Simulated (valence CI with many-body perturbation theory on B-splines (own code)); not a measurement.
**Energy levels of Hg XLIX**

Method: valence CI with perturbative core correlation (CI+MBPT): four valence electrons over a frozen Dirac-Fock core [Ar] 3d10, a basis of 11 s, 11 p, 10 d, 8 f, 5 g, 2 h functions for each j, with the one-electron correlation potential Σ1, the two-electron term Σ2, the three-electron term Σ3, Breit, model QED; selected CI, second order for the rest, scaled by the run's own slope (own B-spline code, finite nucleus).

The last digits are not significant, and no measured levels were compared; by estimate large intervals hold to a few tenths of a per cent, small ones and those within an open d or f shell to about a per cent. Among the levels kept, up to 390 cm⁻¹ of a level comes from second order outside the variational space, and about a tenth of that is noise between levels of different J, which matters for small intervals.

Levels 91 to 135 of 183, with energies above the lowest level, (4s^2 4p1/2^2) J=0. "Leading %" is the weight of the configuration and term that name the level; weights of strongly mixed levels are sums over their largest components and can fall short. In the jj column 3d3/2^4 stands for four electrons in 3d with j = 3/2. Lifetimes count E1, E2, E3, M1 and M2 decay at the calculated energies, and are blank where another channel may lead or the interval is too uncertain; long ones can be off by a factor of two.

```tsv
No.	Configuration	Term	J	E (eV)	Leading %	Lifetime	g	Leading jj
91	4s2 4p 4f	1D	2	710.84	36	2.17 ps	1.161	4s^2 4p3/2 4f7/2 (62 %)
92	4s 4p2 4d	5P	2	723.91	20	517 fs	1.290	4s 4p3/2^2 4d3/2 (63 %)
93	4s2 4p 4f	1G	4	725.16	30	956 fs	1.108	4s^2 4d5/2^2 (26 %)
94	4s2 4d2	3P	2	725.17	25	816 fs	1.189	4s^2 4d5/2^2 (48 %)
95	4s 4p2 4d	5P	1	725.39	32	443 fs	1.682	4s 4p3/2^2 4d3/2 (90 %)
96	4s2 4d2	1S	0	727.17	53	1.69 ps		4s^2 4d5/2^2 (69 %)
97	4s 4p2 4d	3F	3	727.22	24	485 fs	1.314	4s 4p3/2^2 4d3/2 (78 %)
98	4p3 4d	3F°	4	729.90	46	1.59 ps	1.246	4p1/2^2 4p3/2 4d5/2 (92 %)
99	4p3 4d	3D°	2	734.54	34	1.20 ps	1.245	4p1/2^2 4p3/2 4d5/2 (90 %)
100	4s 4p2 4d	3F	4	736.13	42	423 fs	1.210	4s 4p3/2^2 4d3/2 (75 %)
101	4s 4p 4d2	5G°	2	739.87	60	1.32 ps	0.501	4s 4p1/2 4d3/2^2 (93 %)
102	4s 4p2 4d	3D	1	741.54	45	347 fs	0.884	4s 4p3/2^2 4d3/2 (90 %)
103	4s 4p2 4d	5F	5	744.27	53	2.20 ps	1.302	4s 4p3/2^2 4d5/2 (94 %)
104	4s 4p2 4d	3P	0	745.55	74	335 fs		4s 4p3/2^2 4d3/2 (71 %)
105	4p3 4d	3D°	3	745.86	33	868 fs	1.161	4p1/2^2 4p3/2 4d5/2 (82 %)
106	4s 4p2 4d	3D	2	748.89	45	385 fs	1.171	4s 4p3/2^2 4d3/2 (84 %)
107	4s 4p2 4d	3F	4	749.10	44	972 fs	1.269	4s 4p3/2^2 4d5/2 (79 %)
108	4s 4p 4d2	5G°	3	749.20	35	1.30 ps	0.995	4s 4p1/2 4d3/2^2 (88 %)
109	4p3 4d	3D°	1	749.31	34	1.06 ps	1.041	4p1/2^2 4p3/2 4d5/2 (89 %)
110	4s 4p2 4d	3F	3	753.08	34	274 fs	1.005	4s 4p3/2^2 4d3/2 (84 %)
111	4s 4p2 4d	3D	1	753.54	64	286 fs	0.803	4s 4p3/2^2 4d3/2 (90 %)
112	4s 4p2 4d	3F	2	755.38	29	233 fs	1.020	4s 4p3/2^2 4d3/2 (87 %)
113	4s 4p 4d2	5D°	0	759.05	56	541 fs		4s 4p1/2 4d3/2^2 (89 %)
114	4s 4p2 4d	3P	1	760.97	36	807 fs	1.469	4s 4p3/2^2 4d5/2 (94 %)
115	4s 4p2 4d	3P	0	761.37	42	706 fs		4s 4p3/2^2 4d5/2 (56 %)
116	4s 4p2 4d	3D	3	762.13	50	1.07 ps	1.228	4s 4p3/2^2 4d5/2 (91 %)
117	4s 4p 4d2	5D°	1	765.48	33	587 fs	1.458	4s 4p1/2 4d3/2^2 (92 %)
118	4s 4p 4d2	5F°	1	765.57	45	320 fs	0.410	4s 4p1/2 4d3/2^2 (90 %)
119	4s 4p 4d2	5F°	2	768.46	29	324 fs	1.141	4s 4p1/2 4d3/2^2 (81 %)
120	4s 4p2 4d	3D	3	768.68	73	709 fs	1.275	4s 4p3/2^2 4d5/2 (97 %)
121	4s 4p2 4d	3F	4	772.55	60	496 fs	1.174	4s 4p3/2^2 4d5/2 (94 %)
122	4s 4p 4d2	5G°	3	773.88	26	2.39 ps	1.122	4s 4p1/2 4d3/2 4d5/2 (82 %)
123	4s 4p2 4d	1D	2	774.55	38	804 fs	1.176	4s 4p3/2^2 4d5/2 (87 %)
124	4s 4p 4d2	5G°	4	775.22	33	4.28 ps	1.096	4s 4p1/2 4d3/2 4d5/2 (83 %)
125	4s 4p 4d2	5D°	2	776.58	25	1.32 ps	1.236	4s 4p1/2 4d3/2 4d5/2 (81 %)
126	4s 4p 4d2	5P°	1	778.55	40	1.62 ps	1.865	4s 4p1/2 4d3/2 4d5/2 (95 %)
127	4s 4p2 4d	1D	2	779.10	35	622 fs	1.174	4s 4p3/2^2 4d5/2 (94 %)
128	4s 4p2 4d	3D	3	782.53	46	413 fs	1.238	4s 4p3/2^2 4d5/2 (88 %)
129	4s 4p 4d2	3H°	5	782.80	24	6.28 ps	1.121	4s 4p1/2 4d3/2 4d5/2 (78 %)
130	4s 4p 4d2	3H°	4	785.39	36	2.98 ps	0.962	4s 4p1/2 4d3/2 4d5/2 (81 %)
131	4s 4p2 4d	3P	1	786.48	36	412 fs	1.082	4s 4p3/2^2 4d5/2 (93 %)
132	4s 4p 4d2	3G°	3	788.19	39	1.97 ps	1.020	4s 4p1/2 4d3/2 4d5/2 (83 %)
133	4s 4p 4d2	5D°	2	789.10	13	2.11 ps	1.022	4s 4p1/2 4d3/2 4d5/2 (68 %)
134	4s 4p 4d2	3D°	1	791.68	37	1.76 ps	0.867	4s 4p1/2 4d3/2 4d5/2 (60 %)
135	4s 4p2 4f	5G°	3	792.81	28	1.27 ps	1.087	4s 4p1/2 4p3/2 4f5/2 (71 %)
```

Where two levels of one J and parity lie close, their mixing, g and order are uncertain.
